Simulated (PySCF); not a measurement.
ClCu, multiplicity 1. Atoms are numbered in the order given.

```xyz
2

Cu     0.0000     0.0000    -0.7675
Cl     0.0000     0.0000     1.3092
```
Charge 0, spin multiplicity 1.

Geometry optimised at PBE0-D3(BJ)/def2-TZVPD. The multiplicity is an assumed one; other spin states were not compared.

Level of theory: PBE0/pcSseg-2 (PySCF).

GIAO shieldings, no solvent; atoms alike by connectivity are averaged. δ = σ(ref) − σ: ³⁵Cl against HCl (σ = 943.3 ppm), references at their B3LYP-D3(BJ)/def2-TZVP geometries, non-relativistic (without spin–orbit terms, shifts of atoms bonded to Cl or Br come out too high).

Computed chemical shifts:
```csv
nucleus,atoms,count,δ (ppm)
³⁵Cl,Cl2,1,-216.6
```
